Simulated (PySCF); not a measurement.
ZrF4, SMILES [F][Zr]([F])([F])[F], multiplicity 1.

Geometry optimised at B3LYP-D3(BJ)/def2-SVP. The spin state was assumed, not searched. The isomer is the one that the SMILES or the coordinates give; other isomers of the formula were not compared. The def2 effective core potentials stand for the cores of Zr; spin–orbit coupling is left out.

Calculation: B3LYP-D3(BJ)/def2-SVP (PySCF).

Frequencies are harmonic and unscaled.

Modes within 1.5 cm⁻¹ of each other (mostly degenerate sets) share a row, with their intensities summed.

Computed vibrational spectrum:
```
mode  ν (cm⁻¹)  IR (km/mol)  Raman (Å⁴/amu)  depolarisation  moving atoms (share of kinetic energy)
----  --------  -----------  --------------  --------------  --------------------------------------
1–2        157          0.0             2.9            0.75                                 F 100 %
3–5        169         89.4             1.0            0.75                         F 79 %, Zr 21 %
6          680          0.0             9.2            0.00                                 F 100 %
7–9        704        539.5             0.8            0.75                         F 76 %, Zr 24 %
```
